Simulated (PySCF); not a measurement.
# EuF₃, valence singlet (4f shell in the core): computed properties

Method: PBE0/[Eu lcecp-1-TZVP with ECP52, F def2-TZVP], scalar-relativistic core potentials, density fitting, no spin–orbit coupling, PySCF.

The structure is a minimum.

- Point group: C3v
- Bond lengths: Eu–F 2.046 Å (×3)
- Bond angles: F–Eu–F 116.5° (×3)
- Lowest empty level: -2.30 eV
- Zero-point energy: 11.9 kJ/mol
- Entropy at 298.15 K and 1 bar: 326.0 J/(mol K)
- Rotational symmetry number: 3
- Dipole moment: 3.39 D
- Principal polarisabilities: 20.0, 32.2, 32.2 bohr³
- Enthalpy at 298.15 K above 0 K: 17.02 kJ/mol
- Highest occupied level: -10.22 eV
- Rotational constants: 0.1391, 0.1391, 0.0733 cm⁻¹
- Principal quadrupole moments (Buckingham, traceless) about the centre of mass: -8.97, -8.97, 17.94 D Å
- Heat capacity Cp at 298.15 K: 71.9 J/(mol K)

Harmonic modes (masses in u: Eu 152.921, F 18.998):
| symmetry | ω (cm⁻¹) | IR (km/mol, summed over degenerate members) |
| --- | --- | --- |
| a1 | 65 | 69.3 |
| e | 138 | 31.5 |
| e | 540 | 418 |
| a1 | 562 | 11.0 |

In C3v the vibrations span 2a1 + 2e.

Charges (e):
```tsv
atom	Mulliken	Löwdin	polar tensor	Mayer order to Eu1
Eu1	1.66	1.18	2.55	–
F2,3,4	-0.55	-0.39	-0.85	0.75
```

Mulliken populations on Eu1 (electrons outside its core potential): s 2.06, p 6.15, d 1.00, f 0.13.

Other isomers or separated fragments may lie lower. The 4f shell sits in the core potential, so its spin is not counted.

The final relaxation and frequency run took 52 s on 2 threads of a shared Intel Xeon 6975P-C (Granite Rapids) host, with 140 basis functions and 11 gradients; the process peaked at 1.5 GiB.
